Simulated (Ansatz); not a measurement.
Isolated molecules relaxed with PBE0-D4/def2-TZVP in Ansatz; ΔE leaves out vibrations. CCSD(T)/CBS adds triple-zeta CCSD(T) − MP2 to the extrapolated MP2 energy (def2 sets, frozen cores). Functionals use def2-TZVPP. def2 core potentials past Kr. For Sn outer-core shells are correlated without core-valence functions, which leaves a few kJ/mol of doubt a bond. Each species was taken in one conformer, which may not be the lowest.

Reaction (formal exchange of groups at the Si–O bond): `Cl[SiH2][O][SnH3]` + `C=C[SiH3]` → `[SiH3]/C=C\[SiH2]Cl` + `[OH][SnH3]`

CCSD(T)/CBS gives +32.9 kcal/mol.

Another level gave +34.0 kcal/mol. Which?
A. SCS-MP2/def2-TZVPP
B. PBE-D4/def2-TZVPP
C. r2SCAN-D4/def2-TZVPP
D. PBE0-D4/def2-TZVPP

A. SCS-MP2/def2-TZVPP 34.0, r2SCAN-D4 32.0, PBE-D4 28.2, PBE0-D4 30.1 kcal/mol.

Largest T1 diagnostic among the species: 0.014.

The D4 term adds −1.0 kcal/mol with B3LYP and −0.6 kcal/mol with PBE0; it sums over pairs of atoms, weighted by their polarisabilities, and B3LYP, whose exchange is more repulsive, gets the larger term. From PBE to PBE0 (25 % exact exchange), in def2-TZVPP and without D4, ΔE moves by +1.9 kcal/mol.

B3LYP here is the variant with VWN-RPA as its local correlation; programs differ in this.
